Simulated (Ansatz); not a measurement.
CoPt2⁺. Charge 1, multiplicity 3. Geometry PBE0-D4/def2-TZVP, that of the neutral doublet.

```xyz
3

Pt    0.060   -0.255   -1.396
Pt    1.166    0.002    0.811
Co   -1.226    0.254    0.585
```

In the def2 sets Pt takes a core potential; there is no spin–orbit coupling. At PBE-D4/def2-TZVP, r2SCAN-D4/def2-TZVP, PBE0-D4/def2-TZVP the charge 1 triplet is spin-contaminated (final ⟨S²⟩ up to 3.03, 2.00 for a pure state). The structure comes from a short search, and lower isomers may exist.

Q: Estimate the α-spin orbital energies around the gap (eV) in Ansatz with PBE-D4/def2-TZVP, r2SCAN-D4/def2-TZVP, PBE0-D4/def2-TZVP.

A: 
| orbital | PBE-D4/def2-TZVP | r2SCAN-D4/def2-TZVP | PBE0-D4/def2-TZVP |
| --- | --- | --- | --- |
| HOMO−5 | -11.60 | -11.67 | -12.76 |
| HOMO−4 | -11.32 | -11.42 | -12.63 |
| HOMO−3 | -11.22 | -11.39 | -12.52 |
| HOMO−2 | -11.11 | -11.35 | -12.47 |
| HOMO−1 | -10.93 | -11.33 | -12.39 |
| HOMO | -10.84 | -11.13 | -12.16 |
| LUMO | -10.56 | -10.12 | -9.17 |
| LUMO+1 | -8.96 | -8.81 | -7.99 |
| LUMO+2 | -8.70 | -8.12 | -7.47 |
| LUMO+3 | -6.26 | -5.99 | -5.52 |
| LUMO+4 | -5.47 | -5.00 | -4.57 |
| LUMO+5 | -5.12 | -4.61 | -4.11 |
| β HOMO | -10.71 | -10.83 | -11.95 |
| β LUMO | -9.93 | -10.21 | -9.24 |
